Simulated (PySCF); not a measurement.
Tl⁶¹⁺: ionisation energy

Tl⁶¹⁺ [Ar] 3d2 [3d3/2^2, M_J = 2] → Tl⁶²⁺ [Ar] 3d1 [3d3/2^1, M_J = 3/2], as a difference of total energies. All numbers are calculated (PySCF 2.14, the two-component X2C-1e Hamiltonian, in an uncontracted even-tempered set (15 s from 19 bohr⁻², ratio 2.8; 12 p from 25 bohr⁻², ratio 2.8; 8 d from 25 bohr⁻², ratio 2.8; 3 f from 79 bohr⁻², ratio 3)). Correlated levels: [Ne] frozen; the 72 highest virtual spinors dropped. "Screened" scales the spin-orbit matrix elements by Boettger's factors to mimic the two-electron term; Breit and QED terms are absent.

| method | ionisation energy (eV) |
| --- | --- |
| GHF (spin-free) | 6499.5 |
| GMP2 (spin-free) | 6498.9 |
| GHF (screened spin-orbit) | 6563.5 |
| GMP2 (screened spin-orbit) | 6563.3 |

Breit and QED terms and the two-electron picture change are absent.

The spin-free rows relax to the high-spin LS determinant and lack the spin-orbit shift.

The labels give the starting determinants; with spin-orbit coupling the two ends relaxed to ⟨J²⟩ = 6.01, ⟨L²⟩ = 10.10, ⟨S²⟩ = 1.56 and ⟨J²⟩ = 3.75, ⟨L²⟩ = 6.09, ⟨S²⟩ = 0.84.

For comparison: 6560 ± 12 eV (theoretical estimate listed by NIST; NIST Atomic Spectra Database, ionization energies).
